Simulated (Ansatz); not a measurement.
Correlation energies of `[SiH3][SnH]([Cl])[I]` by basis set

```xyz
8

Si   -0.111    1.390   -0.257
Sn    0.268   -1.129    0.014
Cl    1.322   -1.440    2.076
I    -2.124   -2.333    0.174
H    -0.841    1.620   -1.528
H    -0.919    1.832    0.904
H     1.204    2.078   -0.281
H     1.201   -2.019   -1.101
```

Total charge 0; spin multiplicity 1. Correlated methods include outer-core shells of I, Sn, which these sets cover unevenly. Sn, I takes the def2 core potential. The geometry is a stationary point of PBE0-D4/def2-TZVP. Frozen core, restricted reference, the Gaussian-basis code of Ansatz.

```json
{"basis": "def2-SVP", "HF (Eh)": "-1260.61505", "MP2 corr.": "-0.45670", "CCSD corr.": "-0.50974", "(T)": "-0.01280", "CCSD(T) total": "-1261.13759"}
{"basis": "def2-TZVPP", "HF (Eh)": "-1260.89641", "MP2 corr.": "-1.13154", "CCSD corr.": "-1.13756", "(T)": "-0.03386", "CCSD(T) total": "-1262.06783"}
{"basis": "def2-QZVPP", "HF (Eh)": "-1260.92180", "MP2 corr.": "-1.54692", "CCSD corr.": "–", "(T)": "–", "CCSD(T) total": "–"}
```
